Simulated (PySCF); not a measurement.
C4H5F, SMILES FC=C=CC. Heavy atoms are numbered as in [CH3:1][CH:2]=[C:3]=[CH:4][F:5]. Hydrogens are named by the atom that carries them.

Geometry optimised at PBE0-D3(BJ)/def2-SVP.

Level of theory: PBE/pcSseg-1 (PySCF).

GIAO shieldings, no solvent; atoms alike by connectivity are averaged. δ = σ(ref) − σ: ¹³C against TMS (σ = 182.0 ppm); ¹⁹F against CFCl3 (σ = 133.6 ppm); ¹H against TMS (σ = 31.49 ppm), references at their B3LYP-D3(BJ)/def2-TZVP geometries, non-relativistic.

| atoms | nucleus | count | δ (ppm) |
|---|---|---|---|
| C3 | ¹³C | 1 | 208.9 |
| C4 (CH) | ¹³C | 1 | 136.9 |
| C2 (CH) | ¹³C | 1 | 113.6 |
| C1 (CH3) | ¹³C | 1 | ___ |
| F5 | ¹⁹F | 1 | ___ |
| H on C4 | ¹H | 1 | 7.56 |
| H on C2 | ¹H | 1 | ___ |
| H on C1 | ¹H | 3 | ___ |

**Question.** Some entries are withheld; supply them. (An estimate is asked for; the answer gives what the named calculation found.)

**Answer.** 
- H on C2, δ (ppm): 6.48
- C1 (CH3), δ (ppm): 23.3
- F5, δ (ppm): -188.4
- H on C1, δ (ppm): 2.19
